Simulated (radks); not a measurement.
The numbers below are computed, except where a source is named.
These are the eigenvalues of the occupied orbitals of an atom or ion with whole-number occupations (eV). Code: a radial shooting solver on a logarithmic mesh with Libxc functionals. Model: Dirac Kohn-Sham, OLYP, spin-unpolarised, spherical densities, point nucleus.

orbital  eigenvalue
1s1/2     -9589.548
2s1/2     -1227.579
2p1/2     -1089.400
2p3/2     -1065.535
3s1/2     -195.2725
3p1/2     -151.1075
3p3/2     -147.9166
3d3/2      -73.9603
3d5/2      -73.5272

Which element is it, and in what charge state? The configuration may be excited. Open shells, if any, are shared by 2j + 1.

Answer. Z = 30, zinc, charge +4: Zn4+ in [Ar] 3d8. The list shows which subshells hold electrons but not how many an open one holds; the 1s level, -352.41 hartree, gives Z - s = 26.5 by -(Z - s)^2/2, which with screening and relativity narrows Z to a few neighbours, and the depths of the outer levels then fix element, charge and occupations together.
